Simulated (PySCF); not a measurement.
# Exercise with solution: oscillator strength and radiative lifetime

C2H5FN2Si, SMILES N[Si@@H]1C=N[C@@H]1F.

The structure is a stationary point at B3LYP-D3(BJ)/def2-SVP. The structure was generated by enumeration; whether it is a known compound was not checked. One conformer was computed; it need not be the lowest.

TDDFT-PBE/def2-SVPD in PySCF 2.14.0 puts the first singlet state with f over 0.02 at 6.43 eV (vertical), with the transition dipole (-0.461, 0.014, -0.172) in atomic units.

### Question
Find the oscillator strength, the wavelength and the radiative lifetime that this transition would have in vacuum if emission retraced absorption.

### Answer

|μ|² = 0.2423 au, so |μ| = 1.25 D. ΔE = 6.43/27.211 = 0.2363 hartree. f = (2/3) ΔE |μ|² = 0.038 (the program prints 0.038).
λ = 1239.84/6.43 = 193 nm; ν = 51861 cm⁻¹.
Einstein's coefficient A = 0.6670 ν² f s⁻¹ (ν in cm⁻¹) = 6.8e7 s⁻¹, so τ = 1/A = 15 ns. This state is S8; the lower singlets have f = 0.001, 0.001, 0.006, 0.004, 0.000, 0.015, 0.013. The figure is the radiative limit of this one transition; relaxation, internal conversion, crossing to triplets and a medium change what is measured.
